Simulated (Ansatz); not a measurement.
`F[SiH2][InH2]` + PH₃ → `F[SiH2]P` + `[InH3]`  (cleavage of the Si–In bond)

Program: Ansatz. Geometries: PBE0-D4/def2-TZVP. ΔE: electronic, gas phase. CCSD(T)/CBS is the MP2 limit (def2-TZVPP, def2-QZVPP) plus CCSD(T) − MP2 in def2-TZVPP, frozen cores. This one scheme is used for every species. DFT in def2-TZVPP. B3LYP here is the variant with VWN-RPA as its local correlation; programs differ in this. Elements past krypton have def2 core potentials. For In outer-core shells are correlated without core-valence functions, which leaves a few kJ/mol of doubt a bond. One conformer a species, not always the lowest.

`F[SiH2][InH2]`:

Z-matrix (Å, degrees):
```
Si
In 1 2.582
F 1 1.612 2 111.5
H 1 1.490 2 112.0 3 -119.8
H 1 1.490 2 112.0 3 119.7
H 2 1.729 1 119.0 3 179.9
H 2 1.725 1 122.4 3 -0.1
```

PH₃:

Cartesian coordinates in Å:
```
P 0.535 -0.220 0.052
H -0.642 -1.008 0.164
H 0.077 0.434 -1.122
H 0.030 0.794 0.907
```

`F[SiH2]P`:

```xyz
7

F     0.725    1.980    0.067
Si    0.290    0.544   -0.497
P    -0.998   -0.463    1.041
H    -0.517    0.750   -1.725
H     1.538   -0.190   -0.821
H     0.106   -1.021    1.740
H    -1.144   -1.598    0.195
```

`[InH3]`:

Cartesian coordinates in Å:
```
In 0.000 0.000 0.000
H -0.963 1.376 -0.390
H 1.657 -0.054 -0.474
H -0.694 -1.321 0.864
```

(1) Is it downhill or uphill in electronic energy at CCSD(T)/CBS, and by how much? (Estimate.)

(2) What do these levels give: revPBE-D4, PBE0-D4, B3LYP-D4, r2SCAN0-D4, ωB97M-V, B2PLYP, PBE, r2SCAN, CAM-B3LYP, RPA@PBE/def2-TZVPP, CCSD(T)/def2-TZVPP, CCSD/CBS(def2)? (Estimate.)

Largest T1 diagnostic among the species: 0.014.

Answers

(1) Ansatz gave: Nearly level: ΔE = +0.01 eV.

(2) The calculation gave: revPBE-D4 -0.03, PBE0-D4 -0.01, B3LYP-D4 0.02, r2SCAN0-D4 -0.03, ωB97M-V -0.02, B2PLYP 0.02, PBE 0.03, r2SCAN -0.03, CAM-B3LYP 0.01, RPA@PBE/def2-TZVPP 0.02, CCSD(T)/def2-TZVPP 0.00, CCSD/CBS(def2) 0.02 eV.

From BLYP to BHLYP (50 % exact exchange), in def2-TZVPP and without D4, ΔE moves by −0.05 eV. Leaving LDA and LC-ωPBE aside and taking each functional with its dispersion term where it has one, the values, not all of them listed here, spread over 0.16 eV, from B97M-V to BLYP-D4. LDA lies −0.04 eV from PBE without D4. At CCSD(T), def2-SVP lies +0.06 eV from the extrapolated value and def2-TZVPP −0.01 eV.
